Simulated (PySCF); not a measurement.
## What settings do to a single point of [Eu(O2)2]−

The sound run of [Eu(O2)2]− (singlet in the valence; each metal's 4f electrons, 6 of them, lie in its core potential, out of spins and levels) uses PySCF 2.14.0, RKS TPSS, Eu lcecp-1-SVP with ECP52, O def2-SVP; non-relativistic Hamiltonian with scalar-relativistic core potentials where named; density fitting; no spin-orbit coupling, grid (50, 194), threshold 1e-8 Eh and 55 cycles, at the relaxed geometry:

```xyz
5

Eu    0.0000    0.0000    0.0000
O     0.5419    0.5419    2.0408
O    -0.5419   -0.5419    2.0408
O     0.5419   -0.5419   -2.0408
O    -0.5419    0.5419   -2.0408
```

There Eu1 has a Mulliken charge of 0.72 e and the dipole about the centre of mass is 0.00 D. Each run below changes one thing and starts from free metal ions and neutral atoms unless it says otherwise; with 55 cycles, smearing, a level shift and second-order steps follow where DIIS fails, and their cycles count. Energy shifts count from the sound run. On f atoms grids over 110 angular points are at least (60, 302).

```csv
change,outcome,cycles,energy shift (eV),largest force component (eV/Å),charge on Eu1 (e),dipole about the centre of mass (D)
"O3 put 0.5 Å from Eu1, limit 99 cycles",converged,19,778.33,3745.27,0.51,2.42
```

(1) One further run converged with energy shift (eV) 0.39, largest force component (eV/Å) 1.24, charge on Eu1 (e) 0.78, dipole about the centre of mass (D) 0.00. Which change was it?
A. grid (10, 14)
B. start from a density of up to 30 smeared cycles (not counted)
C. all coordinates × 1.05

(2) And the other changes listed?

Unsound on purpose, so not properties of the compound: grid (10, 14); O3 put 0.5 Å from Eu1, limit 99 cycles.

Forces carry noise of the integration grid, about 0.01 to 0.03 eV/Å.

No frequency check is given that shows the relaxed geometry to be a minimum. An lcecp potential fixes the number of 4f electrons, so in runs with it no electron can move into or out of that shell.

Results:

(1) C.

(2) 
| change | outcome | cycles | energy shift (eV) | largest force component (eV/Å) | charge on Eu1 (e) | dipole about the centre of mass (D) |
| --- | --- | --- | --- | --- | --- | --- |
| grid (10, 14) | converged | 11 | -1.56 | 2.39 | 0.65 | 0.00 |
| start from a density of up to 30 smeared cycles (not counted) | converged | 9 | 0.0000 | 0.01 | 0.72 | 0.00 |
